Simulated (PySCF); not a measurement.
Geometries of 3 isomers of C2H8Si2, from PBE0-D3(BJ)/def2-SVP geometry optimisation, gas phase in PySCF. One conformer each, no zero-point energy, no frequencies.

Task: Which isomer lies lowest at this level?
A.
```xyz
12
angstrom
C      0.113    0.420    1.229
Si     1.268   -0.165   -0.170
C     -0.194   -0.406   -1.369
Si    -1.352    0.155    0.038
H      0.263    1.465    1.543
H      0.107   -0.210    2.131
H      2.256    0.866   -0.614
H      2.001   -1.431    0.145
H     -0.185    0.252   -2.252
H     -0.346   -1.440   -1.715
H     -2.117    1.404   -0.268
H     -2.312   -0.901    0.486
```
B.
```xyz
12
angstrom
C     -1.797    0.570    0.454
C     -1.369   -0.695    0.379
Si     0.424   -1.202    0.165
Si     1.801    0.672   -0.146
H     -1.112    1.424    0.393
H     -2.856    0.818    0.582
H     -2.119   -1.495    0.448
H      0.557   -2.115   -1.016
H      0.892   -1.976    1.360
H      1.661    1.631    0.994
H      1.437    1.387   -1.409
H      3.232    0.245   -0.232
```
C.
```xyz
12
angstrom
Si     1.712   -0.684   -0.340
C      0.725    0.907   -0.456
C     -0.559    1.081   -0.093
Si    -1.748   -0.219    0.575
H      3.039   -0.400    0.289
H      1.958   -1.264   -1.697
H      0.980   -1.685    0.493
H      1.267    1.784   -0.841
H     -0.981    2.091   -0.204
H     -1.684   -1.483   -0.219
H     -3.134    0.331    0.488
H     -1.458   -0.542    2.006
```

Result: A. That is `C1[SiH2]C[SiH2]1`, 25.2 kcal/mol below the next.

| SMILES | atoms numbered as above | E (Eh) | relative (kcal/mol) | relative (kJ/mol) | dipole (D) |
| --- | --- | --- | --- | --- | --- |
| C1[SiH2]C[SiH2]1 | [CH2:1]1[SiH2:2][CH2:3][SiH2:4]1 | -659.43281 | 0.0 | 0.0 | 0.02 |
| C=C[SiH2][SiH3] | [CH2:1]=[CH:2][SiH2:3][SiH3:4] | -659.39262 | 25.2 | 105.5 | 0.82 |
| [SiH3]/C=C\[SiH3] | [SiH3:1]/[CH:2]=[CH:3]\[SiH3:4] | -659.38505 | 30.0 | 125.4 | 0.77 |

As drawn, the lowest has a four-membered ring, which the highest lacks; the highest has a C=C bond outside aromatic rings, which the lowest lacks.
